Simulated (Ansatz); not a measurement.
Molecule: C₅H₁₁O (charge 0, doublet). It need not be the lowest isomer of its formula. SMILES: CCC([O])CC
Geometry from a B3LYP-D3(BJ)/def2-TZVP (Ansatz, a quantum-chemistry and plane-wave program) optimisation:
```xyz
17

C      2.5467    -0.0471    -0.3144
C      1.2336     0.7235    -0.3507
C      0.0070    -0.1504    -0.0345
C     -1.3366     0.5748    -0.2268
C     -2.5427    -0.3417    -0.0692
O      0.1016    -0.7778     1.1743
H      2.5695    -0.8221    -1.0847
H      2.6818    -0.5327     0.6520
H      3.3959     0.6164    -0.4852
H      1.0848     1.1805    -1.3326
H      1.2537     1.5414     0.3756
H      0.0227    -1.0112    -0.7429
H     -1.3811     1.3889     0.5026
H     -1.3361     1.0404    -1.2160
H     -2.5277    -0.8343     0.9029
H     -3.4750     0.2187    -0.1542
H     -2.5498    -1.1184    -0.8381
```
Charge 0, spin multiplicity 2.

Wanted: atomisation energy (electronic, to ground-state atoms), in eV. Valence correlation only, unless marked. Open shells are spin-unrestricted. Spin-orbit coupling is left out. Non-relativistic. The coupled-cluster limit lacks core correlation, which all-electron functionals hold. CBS marks a two-point X^-3 extrapolation of the correlation energy; Hartree-Fock from the larger set. The bracket is a focal-point correction in the basis named.

| level | program | atomisation energy (eV) |
|---|---|---|
| SVWN5/def2-TZVPD | Ansatz | 78.39 |
| revPBE-D3(BJ)/def2-TZVPD | Ansatz + dftd3 | 68.45 |
| revPBE/def2-TZVPD | Ansatz | 67.56 |
| r2SCAN-D4/def2-TZVPD | Ansatz + dftd4 | 68.99 |
| PBE0/def2-SVP | Ansatz | 69.71 |
| PBE0-D3(BJ)/def2-TZVPD | Ansatz + dftd3 | 69.25 |
| PBE0-D4/def2-TZVP | Ansatz + dftd4 | 69.22 |
| r2SCAN0/def2-TZVPD | Ansatz | 68.17 |
| CAM-B3LYP-D4/def2-TZVPD | Ansatz + dftd4 | 69.09 |
| LC-wPBE/def2-TZVPD | Ansatz | 68.72 |
| wB97M-V/def2-TZVPD | Ansatz | 68.83 |
| MP2/STO-3G | Ansatz | 69.98 |
| CCSD/6-31G | Ansatz | 59.33 |
| CCSD(T)/6-31G | Ansatz | 59.66 |
| RI-MP2/CBS(cc-pVTZ,cc-pVQZ)+[CCSD(T)-MP2]/cc-pVTZ | Ansatz | 68.66 |
